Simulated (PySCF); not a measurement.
# Energy of Co²⁺ (cobalt, charge +2) between two integer charges

The 3d beta orbital of [Ar] 3d7 is emptied in steps (occupation f), with all orbitals relaxed, ending at [Ar] 3d6. All numbers are calculated (PySCF 2.14, no relativity, point nucleus, in def2-TZVP). The exact energy is a straight line in f; departures are measured from the line between the end points of the same method.

| f | M06-2X (eV) |
| --- | --- |
| 1 | 0.000 |
| 0.8 | -0.441 |
| 0.6 | -0.676 |
| 0.4 | -0.691 |
| 0.2 | -0.473 |
| 0 | 0.000 |

| method | E(f=0) − E(f=1) (eV) | −ε at f=1 (eV) | −ε at f=0.4 (eV) |
| --- | --- | --- | --- |
| M06-2X | 33.451 | 30.759 | 33.945 |

Orbital energy along the path (eV):

| f | M06-2X |
| --- | --- |
| 1 | -30.759 |
| 0.8 | -31.750 |
| 0.6 | -32.813 |
| 0.4 | -33.945 |
| 0.2 | -35.160 |
| 0 | -36.486 |

Reference removal energy between the ground levels: 33.5 ± 0.06 eV (semi-empirical (NIST evaluation); NIST Atomic Spectra Database, ionization energies). The calculation has no spin-orbit coupling. The determinant left behind need not be the lowest term of the ion.
